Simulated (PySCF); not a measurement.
1-bromo-2,2-dichloro-1-fluoroethene (C2BrCl2F), SMILES FC(Br)=C(Cl)Cl.

Geometry: PBE0-D3(BJ)/def2-SVP.

Two levels are set side by side: TDA-PBE/def2-SVPD (PySCF) and TDA-CAM-B3LYP/def2-SVPD (PySCF). Vertical, same geometry. The lowest singlet is HOMO→LUMO 99 % with PBE and HOMO→LUMO 89 % with the other functional; states are paired by order. Differences are taken from unrounded values.

```json
[
 {"quantity": "lowest singlet excitation (eV)", "TDA-CAM-B3LYP": "5.18"},
 {"quantity": "lowest triplet excitation (TDA) (eV)", "TDA-CAM-B3LYP": "3.71"},
 {"quantity": "first bright state (f over 0.05) (eV)", "TDA-CAM-B3LYP": "6.57"},
 {"quantity": "its oscillator strength", "TDA-CAM-B3LYP": "0.53"}
]
```

Question: What does TDA-PBE give, and how far is it from TDA-CAM-B3LYP? (An estimate is asked for; the answer gives what the named calculation found.)

Answer: 
```
quantity                               TDA-PBE  TDA-PBE minus TDA-CAM-B3LYP
-------------------------------------  -------  ---------------------------
lowest singlet excitation (eV)            4.47                        -0.71
lowest triplet excitation (TDA) (eV)      3.73                         0.02
first bright state (f over 0.05) (eV)     6.05                        -0.52
its oscillator strength                   0.37                        -0.17
```

Functionals without exact exchange tend to place singlet excitations lower, as here. Differences between two approximate levels are no errors against the true value.

Rough cost on one machine, each run with all the roots and properties that it gave: TDA-CAM-B3LYP against TDA-PBE about 5 times.
